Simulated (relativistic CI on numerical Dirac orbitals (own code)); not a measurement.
Method of calculation: Dirac-Coulomb-Breit CI, separate exchange-only KLI orbitals for each configuration, model QED (radiative potential, 1s self-energy scaled to tabulated hydrogen-like ionisation energies), unscaled Slater integrals (own radial code, finite nucleus).

Configurations in the expansion (outside the closed core 1s2): 2s²2p³, 2s2p⁴, 2p⁵, 2p⁴3s, 2p⁴3p, 2s²2p²3s, 2p⁴3d, 2s²2p²3p, 2s²2p²3d, 2s2p³3s, 2s2p³3p, 2s2p³3d, 2s²2p²4s, 2s²2p²4p, 2s²2p²4d, 2s²2p²4f, 2s²2p3s², 2s2p³4s, 2s²2p3s3p, 2s2p³4p, 2s2p³4d, 2s²2p²5s, 2s2p³4f, 2s²2p3s3d, 2s²2p3p², 2s²2p²5p, 2s²2p²5d, 2s²2p²5f, 2s²2p²5g, 2s²2p3p3d, 2s2p²3s², 2s²2p3d², 2s2p²3s3p, 2s2p²3s3d, 2s2p²3p², 2s2p²3p3d. Levels of other configurations are missing.

At this charge energies of transitions that change n are usually good to better than 1 %, and those within a shell (Δn = 0) to a few per cent.

Outline of the computed level scheme of Ta LXVII. Lowest level of each configuration: 2s²2p³ ²P°3/2 at 0.0 eV; 2s2p⁴ ⁴P5/2 at 1642.8 eV; 2p⁵ ²P°3/2 at 3462.9 eV; 2s²2p²3s ⁴P1/2 at 8566.1 eV; 2s²2p²3p ²P°1/2 at 8669.0 eV; 2s²2p²3d ²D3/2 at 9158.3 eV; 2s2p³3s ⁴P°5/2 at 10181.7 eV; 2s2p³3p ⁴P3/2 at 10295.0 eV.

Some strong electric-dipole decays among the lowest 45 levels: 2s²2p²3d ²D5/2 → 2s²2p³ ²P°3/2 (1.4e+15 s⁻¹); 2s2p³3p ²P1/2 → 2s²2p³ ²P°3/2 (5.5e+14 s⁻¹); 2s2p³3p ²D5/2 → 2s²2p³ ²P°3/2 (5.1e+14 s⁻¹); 2s2p³3p ²D3/2 → 2s²2p³ ²P°3/2 (3.7e+14 s⁻¹); 2s²2p²3d ²D3/2 → 2s²2p³ ²P°3/2 (2.5e+14 s⁻¹); 2s²2p²3s ⁴P1/2 → 2s²2p³ ²P°3/2 (2.1e+14 s⁻¹); 2s²2p²3d ⁴F3/2 → 2s²2p³ ²P°3/2 (2.1e+14 s⁻¹); 2s2p³3p ⁴P3/2 → 2s²2p³ ²P°3/2 (2.0e+14 s⁻¹).

LS names give the leading component of a level, which can be under half, so a name can repeat, a term be missing and a line seem to break the LS rules.
